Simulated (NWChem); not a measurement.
CH5ClGaN; SMILES [NH2][Ga]([CH3])[Cl]

```xyz
9

Ga    -0.0273    -0.3168     0.0000
Cl     0.1439     1.8441     0.0000
C      1.5779    -1.4195     0.0000
H      2.1850    -1.1916    -0.8887
H      1.3339    -2.4913     0.0000
H      2.1850    -1.1916     0.8887
N     -1.7437    -0.8679     0.0000
H     -2.0389    -1.8359     0.0000
H     -2.5273    -0.2266     0.0000
```
Atoms are numbered in this order, from 1.

All runs use the structure optimised with PBE0/def2-SVP.

Symmetry labels are those of Cs in the frame above (b1 and b2, or b-type labels, depend on it).

Problem. List the 4 lowest vertical singlet excitations from CAM-B3LYP/def2-SVPD, TDA (NWChem).

Solution. 
```json
[
 {"state": "S1", "energy (eV)": "6.09", "oscillator strength": "0.039", "symmetry": "a\"", "leading excitation (squared amplitude)": "HOMO → LUMO (0.90)"},
 {"state": "S2", "energy (eV)": "6.82", "oscillator strength": "0.059", "symmetry": "a'", "leading excitation (squared amplitude)": "HOMO → LUMO+1 (0.78)"},
 {"state": "S3", "energy (eV)": "6.92", "oscillator strength": "0.003", "symmetry": "a\"", "leading excitation (squared amplitude)": "HOMO−1 → LUMO+1 (0.96)"},
 {"state": "S4", "energy (eV)": "7.14", "oscillator strength": "0.226", "symmetry": "a'", "leading excitation (squared amplitude)": "HOMO−1 → LUMO (0.70)"}
]
```
